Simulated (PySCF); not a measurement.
A GIAO shielding run with PySCF (density fitting, non-relativistic, gas phase) on SMILES C=C(F)OBC, C₃H₆BFO:

```
$ OMP_NUM_THREADS=1 python probes_run.py task.json out

{"job": {"kind": "nmr", "xc": "OPBE", "basis": "pcSseg-2", "pop": false}, "charge": 0, "multiplicity": 1}
C      2.544875     0.489932     0.602281
C      1.496619     0.099244    -0.115738
F      1.607290    -0.270723    -1.382303
O      0.250305     0.031543     0.364740
B     -0.905273    -0.208709    -0.334713
C     -2.243557    -0.261492     0.462534
H      3.534366     0.514604     0.149758
H      2.402236     0.784221     1.640163
H     -0.847386    -0.364077    -1.530871
H     -2.739895    -1.232276     0.290978
H     -2.942404     0.495410     0.066238
H     -2.121259    -0.106411     1.543641
```

Hardware: 1 thread of an Arm Neoverse V2, shared host.

**Question.** How large is the calculation?

**Answer.** 46 electrons, 300 basis functions and 786 auxiliary functions.

**Question.** How long does it take, and how much memory does it need?

**Answer.** 53 s of wall time, with 16 SCF cycles; peak memory 0.93 GiB. Times on a shared host scatter by some tens of per cent.

**Question.** And these other runs on the same molecule and hardware: GIAO shielding at B3LYP/pcSseg-2; GIAO shielding at B97-D/pcSseg-2; GIAO shielding at BLYP/pcSseg-2; GIAO shielding at BP86/pcSseg-2; GIAO shielding at HF/pcSseg-2; GIAO shielding at KT2/pcSseg-2?

**Answer.** B3LYP/pcSseg-2: 300 functions, 37 s; B97-D/pcSseg-2: 300 functions, 46 s; BLYP/pcSseg-2: 300 functions, 46 s; BP86/pcSseg-2: 300 functions, 55 s; HF/pcSseg-2: 300 functions, 29 s; KT2/pcSseg-2: 300 functions, 46 s.
